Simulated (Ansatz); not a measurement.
`Cl[B](Cl)[GeH3]` + `NC1=C[SiH2]1` → `[GeH3][NH]C1=C[SiH2]1` + `ClBCl`  (cleavage of the Ge–B bond)

Calculated with Ansatz (gas phase, PBE0-D4/def2-TZVP geometries, no zero-point term in ΔE). CBS: MP2 limit from def2 TZ/QZ plus the TZ coupled-cluster correction, frozen cores. This one scheme is used for every species. Functionals use def2-TZVPP. For Ge outer-core shells are correlated without core-valence functions, which leaves a few kJ/mol of doubt a bond. Scalar relativity is left out up to krypton. One conformer a species, not always the lowest.

`Cl[B](Cl)[GeH3]`:

```xyz
7

Cl   -1.786    1.719   -0.613
B    -1.118    0.154   -0.243
Cl   -2.183   -1.226   -0.243
Ge    0.889   -0.096    0.190
H     1.035   -0.717    1.589
H     1.511   -1.069   -0.826
H     1.651    1.235    0.146
```

`NC1=C[SiH2]1`:

```xyz
9

N     1.394   -0.826   -0.476
C     0.321   -0.100   -0.104
C    -0.044    1.191   -0.013
Si   -1.339    0.110    0.590
H     2.137   -0.385   -0.992
H     1.296   -1.816   -0.597
H     0.399    2.151   -0.241
H    -2.554   -0.221   -0.202
H    -1.612   -0.105    2.035
```

`[GeH3][NH]C1=C[SiH2]1`:

Cartesian coordinates in Å:
```
Ge -1.570 -0.272 1.515
N 0.079 -0.669 0.778
C 0.554 -0.065 -0.332
C 0.152 0.876 -1.206
Si 1.775 0.247 -1.637
H -2.669 -0.565 0.482
H -1.701 -1.178 2.745
H -1.604 1.213 1.905
H 0.670 -1.364 1.201
H -0.716 1.507 -1.346
H 2.000 -0.724 -2.740
H 3.031 0.995 -1.365
```

`ClBCl`:

```xyz
4

Cl   -0.816   -0.057    1.459
B    -0.076   -0.007   -0.108
Cl    1.645    0.137   -0.270
H    -0.753   -0.072   -1.080
```

Is it downhill or uphill in electronic energy at CCSD(T)/CBS, and by how much? (Estimate.)

The calculation gave: Downhill: ΔE = -17.5 kJ/mol.

What do these levels give: LDA (SPW92), PBE-D4, B97M-V, PBE0-D4, HF/def2-QZVPP, HF/CBS(def2)? (Best estimate.)

Ansatz gave: LDA (SPW92) -0.3, PBE-D4 -4.6, B97M-V -14.5, PBE0-D4 -8.5, HF/def2-QZVPP -33.9, HF/CBS(def2) -34.1 kJ/mol.

Largest T1 diagnostic among the species: 0.013.

From PBE to PBE0 (25 % exact exchange), in def2-TZVPP and without D4, ΔE moves by −4.0 kJ/mol. At CCSD(T), def2-SVP lies −8.8 kJ/mol from the extrapolated value and def2-TZVPP −4.4 kJ/mol.
